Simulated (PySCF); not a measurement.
## NMR problem set

Relativity neglected, one computed conformer, no solvent model, one averaged value for each set of equivalent atoms. Geometry: GFN2-xTB; shielding tensors at PBE0/pcSseg-1 (GIAO); PySCF.

Scale: TMS for 1H (31.72 ppm), 13C (186.93 ppm) (reference shieldings calculated alike). Splittings of carbon signals by F and P are missing where no couplings were computed. Where no couplings were computed, multiplicities follow the n + 1 count of equivalent neighbours, and m marks all less simple cases (inequivalent or close neighbours, rings, F or P nearby). Shifts are as computed. Against solution values, carbons near 30 ppm lie about +3 ppm off and those near 130 ppm about +5 ppm; carbons on Cl a further +6 ppm. Of 1211 compounds with measured shifts, 218 miss one by over three times the rms of a fit or turn the order of signals round; such compounds aren't used in these exercises. Carbons bonded to Cl come out too deshielded.

(1) C8H11ClO. 1H NMR (300 MHz, computed): δ 2.62 (m, 1H), 2.45 (m, 1H), 2.25 (m, 1H), 1.93 (m, 1H), 1.82 (m, 1H), 1.66 (m, 1H), 1.65 (m, 1H), 1.35 (m, 1H), 1.19 (s, 3H). 13C{1H} NMR (computed): δ 217.8 (C), 69.2 (C), 57.6 (CH2), 56.8 (C), 54.5 (CH2), 41.9 (CH2), 34.6 (CH2), 16.9 (CH3). Identify the compound.

(2) C8H6OP2. 1H NMR (400 MHz, computed): δ 10.98 (m, 1H), 10.34 (m, 1H), 5.17 (s, 1H), 3.43 (m, 3H). 13C{1H} NMR (computed): δ 203.3, 193.4, 181.8, 166.8, 133.7, 118.5, 91.0, 25.6. Identify the compound.

Results:

(1) SMILES C[C@@]12CC[C@@](Cl)(CC1=O)C2. The formula gives 3 degrees of unsaturation (2 rings in the answer). 8 carbon signals for 8 carbons: no two carbons are equivalent. Carbon types of the structure: 3 × C, 4 × CH2, 1 × CH3, which accounts for all hydrogens. δC 217.8: ketone carbonyl carbon; the double bond to the heteroatom, with no lone-pair donor beside it, deshields it most. δC 69.2: fully substituted sp3 carbon bonded to Cl; pulled downfield by the heteroatom. δC 57.6: sp3 CH2 α to a carbonyl; α to the electron-withdrawing carbonyl group. δC 56.8: quaternary sp3 carbon α to a carbonyl; the adjacent C=O deshields it moderately.

The data come from this structure; uniqueness wasn't tested.

(2) `C#Cc1pcc(C=O)c(C)p1`. 8 carbon signals for 8 carbons: no two carbons are equivalent. Carbon types of the structure: 4 × C, 3 × CH, 1 × CH3, which accounts for all hydrogens. δC 193.4: aldehyde carbonyl carbon; low-lying n→π* states of the double bond to the heteroatom give a large paramagnetic term (-250 ppm). δC 91.0: alkyne carbon; the triple bond shields along its axis, which puts it between sp3 and sp2 carbons. δH 10.98: hydrogen on an aldehyde carbonyl carbon; the formyl region, downfield of aromatic protons. δH 10.34: hydrogen on an aromatic CH; ring current plus the deshielding of an ortho carbonyl group.

The shifts were computed for this structure.
